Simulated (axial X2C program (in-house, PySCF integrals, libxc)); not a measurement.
**Low determinants of CrSb at the PBE0 level, 2c**

Calculated with an in-house all-electron X2C program for linear molecules (integrals from PySCF). Two-component (2c) means X2C with spin–orbit coupling and atomic mean-field two-electron Coulomb and Gaunt terms. Basis: Sb dyall-cv3z [11s12p8d4f1g], Cr dyall-cv3z [9s10p6d3f2g] (cores contracted in-house); Gaussian nuclei, density fitting, unrestricted open shells. Masses: Sb 120.904 u, Cr 51.941 u.

Search at 2.735 Å (vertical energies from the lowest determinant):

| ΔE (eV) | state | electrons beyond evenly filled partner blocks | electrons in ±ω = 1/2, 3/2, 5/2, 7/2 |
| --- | --- | --- | --- |
| 0.00 | Ω = 7/2 | ω = -1/2, ω = 3/2, ω = 5/2 | 49 21 5 0 |
| 0.16 | Ω = 5/2 | ω = 5/2 | 50 20 5 0 |
| 0.42 | Ω = 9/2 | ω = 1/2, ω = 3/2, ω = 5/2 | 49 21 5 0 |
| 0.50 | Ω = 1/2 | ω = -1/2, ω = -3/2, ω = 5/2 | 49 21 5 0 |
| 0.77 | Ω = 5/2 | ω = 5/2 | 48 22 5 0 |
| 1.78 | Ω = 3/2 | 2 × ω = -1/2, ω = 5/2 | 48 22 5 0 |
| 1.90 | Ω = 3/2 | ω = 3/2 | 50 21 4 0 |

Lowest determinant, Ω = 7/2 (⟨Sz⟩ = 3.49, ⟨Lz⟩ = 0.01 at PBE0): Re = 2.730 Å, ωe = 203.6 cm⁻¹.

The determinant in row 2 of the search, Ω = 5/2 (⟨Sz⟩ = 2.51, ⟨Lz⟩ = -0.01 at PBE0), was followed along the bond at PBE0; measured from the minimum of the lowest determinant it gives:

Te = 0.130 eV (1050 cm⁻¹), Re = 2.621 Å, ωe = 213.2 cm⁻¹.

(1) Compare the bond of the determinant in row 2 with that of the lowest one.

The search compares states at one distance, so a state with another bond length can lie lower; it is not exhaustive and yields mostly the lowest determinant of each block pattern, so other components and higher states of one pattern are missing. These are energies of single determinants, not of spin-adapted states; PBE0 term energies can be off by some tenths of an eV, and the functional has no current term. The lowest determinant need not be the ground state where others lie within half an eV.

## Answers

(1) At PBE0 its Re is 0.109 Å shorter and its force constant, which goes as ωe², is 1.10 times that of the lowest determinant. T0 ≈ Te + Δωe/2 = 1050 + (5) = 1055 cm⁻¹.
